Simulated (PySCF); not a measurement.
**MgPb: from constants to spectrum**

ROHF-CCSD(T) constants of MgPb, ³Σ⁻ (triplet), unpaired electrons π ↑↑ (basis Mg def2-SVPD, Pb def2-SVPD with ECP60; scalar-relativistic core potentials; PySCF 2.14; masses 23.9850 and 207.9766 u):

* ωe: 191.9 cm⁻¹
* ωexe: 1.52 cm⁻¹
* Be: 0.094555 cm⁻¹
* αe: 0.000792 cm⁻¹
* De to Mg + Pb: 0.66 eV

**Question.** What force constant and bond length do these constants imply?

**Answer.** Reduced mass μred = 21.505 u; k = 5.8918×10⁻⁷·μred·ωe² (u, cm⁻¹, mdyn/Å) = 0.467 mdyn/Å; Re = √(16.8576/(μred·Be)) (u, cm⁻¹, Å) = 2.879 Å.

**Question.** Estimate the centrifugal constant D from the Kratzer relation and find the Dunham coefficient a1.

**Answer.** D = 4Be³/ωe² = 9.18e-08 cm⁻¹; a1 = −1 − αeωe/(6Be²) = -3.83.

Correlated steps freeze 5 core orbitals. Correlated levels converge slowly with the basis: in double zeta they bind strong bonds too weakly, by up to about 1 eV, and carry superposition errors of some tenths. These are scalar-relativistic numbers at best; spin–orbit coupling would shift them, the dissociation energy most. The state is the lowest determinant that a PBE0 search found; another state may lie lower at other levels.
